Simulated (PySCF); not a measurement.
Species: selenium hexafluoride, SeF6.
SMILES: `F[Se](F)(F)(F)(F)F`

The calculation used MP2 and CCSD/aug-cc-pVDZ in PySCF, restricted Hartree–Fock reference, frozen core, non-relativistic, gas phase, PBE0-D3(BJ)/def2-SVP geometry.

E(HF) = -2996.38774 Eh.

(1) How large is the problem?

(2) What are the MP2 and CCSD correlation energies?

(3) What is the T1 diagnostic?

Results:

(1) 174 basis functions and 88 electrons; 15 orbitals frozen, which leaves o = 29 correlated occupied and v = 130 virtual orbitals. That is o·v = 3770 singles and o·v(o·v + 1)/2 = 7108335 distinct closed-shell doubles amplitudes before symmetry; the costliest CCSD step grows as o²v⁴ = 2.4 × 10^11.

(2) MP2 -1.4440 Eh and CCSD -1.4408 Eh, which gives totals of -2997.83176 and -2997.82850 Eh. That is 0.676 eV for each correlated electron at CCSD (3783 kJ/mol in all, 0.048 % of the total energy); MP2 gives 100.2 % of the CCSD value.

(3) 0.0132, below the customary warning level of 0.02. It is the norm of the spatial-orbital singles amplitudes over the root of the number of correlated electrons, so the norm is 0.101.

Connected triples and the basis-set limit are missing.

The job also held the EOM ionisation roots. Hardware: Arm Neoverse V1, one thread, on a shared host. Cost: 19 min, 3.5 GiB resident at most.
